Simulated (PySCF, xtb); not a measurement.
germyloxygermane (Ge2H6O), SMILES [GeH3][O][GeH3].

Harmonic wavenumbers (cm⁻¹) from GFN2-xTB (xtb) at its own minimum, in rising order: 19, 61, 83, 317, 572, 579, 588, 606, 653, 783, 792, 800, 802, 811, 812, 1924, 1926, 1992, 2005, 2038, 2045.

Task: What does PBE-D3(BJ)/def2-SVP in PySCF give at its own minimum? (An estimate is asked for; the answer gives what the named calculation found.)

Result: 53, 69, 109, 459, 593, 595, 626, 655, 769, 832, 837, 841, 842, 868, 889, 2051, 2059, 2062, 2066, 2107, 2109. Paired by order, the mean absolute difference is 61 cm⁻¹ and the zero-point energies are 28.9 and 30.7 kcal/mol.
